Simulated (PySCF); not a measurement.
Species: C3H9NSi.
Structure used (PBE0-D3(BJ)/def2-SVP), in Å, numbered top down from 1:
```xyz
14
C3H9NSi angstrom
C     -0.5510   -1.1681    0.2751
C     -1.3647    0.0632   -0.1287
N     -0.4931    1.2106    0.0458
Si     1.1949    0.8342   -0.1033
C      0.8768   -1.0224   -0.2745
H     -1.0393   -2.0936   -0.0704
H     -0.5116   -1.2150    1.3764
H     -1.7179   -0.0494   -1.1761
H     -2.2684    0.1472    0.5004
H     -0.9199    2.1238   -0.0286
H      2.0094    1.2323    1.0913
H      1.8805    1.4305   -1.2984
H      0.9168   -1.2893   -1.3444
H      1.5973   -1.6675    0.2494
```

Computed with core-valence-separated Tamm–Dancoff BHandHLYP/aug-pcX-1 (pcseg-1 on H, def2-SVPD on Si) in PySCF, non-relativistic, gas phase, PBE0-D3(BJ)/def2-SVP geometry. The energies are unshifted.

The lowest roots of each edge with f over 0.003 (five at most, numbered afresh; weaker and dark ones are left out), with transition dipoles (au) in the frame of the coordinates:

| root | edge | E (eV) | f | μx | μy | μz |
| --- | --- | --- | --- | --- | --- | --- |
| 1 | C | 285.14 | 0.0100 | -0.0322 | 0.0100 | 0.0170 |
| 2 | C | 285.57 | 0.0122 | -0.0083 | -0.0329 | 0.0242 |
| 3 | C | 285.58 | 0.0166 | -0.0170 | -0.0358 | -0.0283 |
| 4 | C | 285.72 | 0.0255 | -0.0187 | 0.0334 | -0.0466 |
| 5 | C | 286.09 | 0.0273 | -0.0104 | -0.0285 | -0.0545 |
| 6 | N | 399.01 | 0.0112 | 0.0022 | -0.0335 | 0.0045 |
| 7 | N | 399.92 | 0.0138 | -0.0327 | 0.0171 | 0.0067 |
| 8 | N | 400.55 | 0.0116 | -0.0325 | 0.0089 | -0.0071 |
| 9 | N | 400.90 | 0.0034 | -0.0046 | -0.0004 | 0.0179 |
| 10 | N | 401.34 | 0.0121 | -0.0026 | 0.0070 | 0.0343 |

Q: Molecules are fixed in this frame and the field points along z. What effective strengths 3 f cos²θ do the roots have (θ between field and μ)?

A: root 1 (C5): 0.006, root 2 (C1): 0.012, root 3 (C5): 0.017, root 4 (C5): 0.046, root 5 (C1): 0.062, root 6 (N3): 0.001, root 7 (N3): 0.001, root 8 (N3): 0.001, root 9 (N3): 0.009, root 10 (N3): 0.035. Root 5 is the strongest. Averaged over all orientations cos²θ is 1/3, which gives f back.

The run took about 40 s of CPU time (one thread, shared machine).

One conformer stands for the species.
